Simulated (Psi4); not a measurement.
Dimer: H2O (SMILES O) (first 3 atoms) with H2Se (SMILES [SeH2]); geometry from B3LYP-D3(BJ)/def2-TZVP, rigid monomers moved along the line of their centres of mass till O1···Se4 is 4.45 Å.
(charge 0, multiplicity 1):
```xyz
6

O     -0.03281    -0.38616     0.22299
H      0.71614     0.20230     0.07939
H     -0.79865     0.19173     0.30871
Se     0.69700    -0.11878     4.59963
H      0.65529    -1.51781     4.16199
H      0.95542    -0.50333     5.99801
```

These are SAPT0/aug-cc-pVDZ in Psi4 values and carry that method's errors.

Which attractive term is largest, and how does the interaction split up?

electrostatics -24.5, exchange 2.0, induction -1.4, dispersion -9.7, total -33.7 meV; the largest attraction is electrostatics.
